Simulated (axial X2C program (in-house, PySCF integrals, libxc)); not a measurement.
**Low determinants of GaZr at the PBE0 level, with spin–orbit coupling**

Computed with an in-house all-electron X2C program for linear molecules (integrals from PySCF). Two-component (2c) means X2C with spin–orbit coupling and atomic mean-field two-electron Coulomb and Gaunt terms. Basis: Zr dyall-cv3z [11s12p9d6f3g], Ga dyall-cv3z [9s9p7d4f1g] (cores contracted in-house); Gaussian nuclei, density fitting, unrestricted open shells. Masses: Zr 89.905 u, Ga 68.926 u.

Search at 2.602 Å (vertical energies from the lowest determinant):

| ΔE (eV) | state | electrons beyond evenly filled partner blocks | electrons in ±ω = 1/2, 3/2, 5/2, 7/2 |
| --- | --- | --- | --- |
| 0.00 | Ω = 1/2 | ω = 1/2 | 47 20 4 0 |
| 0.08 | Ω = 9/2 | ω = 1/2, ω = 3/2, ω = 5/2 | 47 19 5 0 |
| 0.33 | Ω = 3/2 | ω = 3/2 | 48 19 4 0 |
| 0.41 | Ω = 7/2 | ω = -1/2, ω = 3/2, ω = 5/2 | 47 19 5 0 |
| 0.61 | Ω = 1/2 | 2 × ω = -1/2, ω = 3/2 | 48 19 4 0 |
| 0.70 | Ω = 3/2 | ω = 1/2, ω = -3/2, ω = 5/2 | 47 19 5 0 |
| 0.76 | Ω = 5/2 | ω = 5/2 | 46 20 5 0 |

Lowest determinant, Ω = 1/2 (⟨Sz⟩ = 2.50, ⟨Lz⟩ = -2.00 at PBE0): Re = 2.593 Å, ωe = 225.5 cm⁻¹.

The determinant in row 2 of the search, Ω = 9/2 (⟨Sz⟩ = 2.50, ⟨Lz⟩ = 2.00 at PBE0), was followed along the bond at PBE0; measured from the minimum of the lowest determinant it gives:

Te = 0.079 eV (633 cm⁻¹), Re = 2.593 Å, ωe = 225.3 cm⁻¹.

Problem. Compare the bond of the determinant in row 2 with that of the lowest one.

Solution. At PBE0 its Re is the same within 0.001 Å and its force constant, which goes as ωe², is 1.00 times that of the lowest determinant. T0 ≈ Te + Δωe/2 = 633 + (0) = 633 cm⁻¹.

The search compares states at one distance, so a state with another bond length can lie lower; it is not exhaustive and yields mostly the lowest determinant of each block pattern, so other components and higher states of one pattern are missing. These are energies of single determinants, not of spin-adapted states; PBE0 term energies can be off by some tenths of an eV, and the functional has no current term. The lowest determinant need not be the ground state where others lie within half an eV.
